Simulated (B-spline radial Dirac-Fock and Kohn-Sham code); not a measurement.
Subshell cross sections of Br⁴⁺, photon energy Al Kα (taken as 1486.9 eV)

System: bromine as Br⁴⁺, configuration [Ar] 3d10 4s2 4p1.

These are calculated numbers from a radial atomic solver; the model is independent-particle photoionisation in a Dirac-Hartree-Slater potential with a Latter tail, all multipoles, thresholds from Dirac-Fock ΔSCF. The asymmetry parameter β is from the dipole term alone. Kinetic energies are from the vacuum level. Open shells are spread statistically over j, without multiplet splitting.

| subshell | electrons | binding (eV) | kinetic (eV) | σ (kb) | β |
| --- | --- | --- | --- | --- | --- |
| 3s | 2 | 325.7 | 1161.2 | 21.6 | 2.00 |
| 3p1/2 | 2 | 258.2 | 1228.7 | 24.0 | 1.59 |
| 3p3/2 | 4 | 251.2 | 1235.7 | 46.3 | 1.61 |
| 3d3/2 | 4 | 134.8 | 1352.1 | 15.9 | 1.12 |
| 3d5/2 | 6 | 133.8 | 1353.1 | 23.2 | 1.10 |
| 4s | 2 | 72.06 | 1414.8 | 3.27 | 2.00 |
| 4p1/2 | 0.33 | 58.83 | 1428.1 | 0.501 | 1.60 |
| 4p3/2 | 0.67 | 58.07 | 1428.8 | 0.974 | 1.62 |

Branching ratios of the spin-orbit partners (statistical value in brackets): 3p 1.93 (2.00), 3d 1.46 (1.50), 4p 1.94 (2.00).
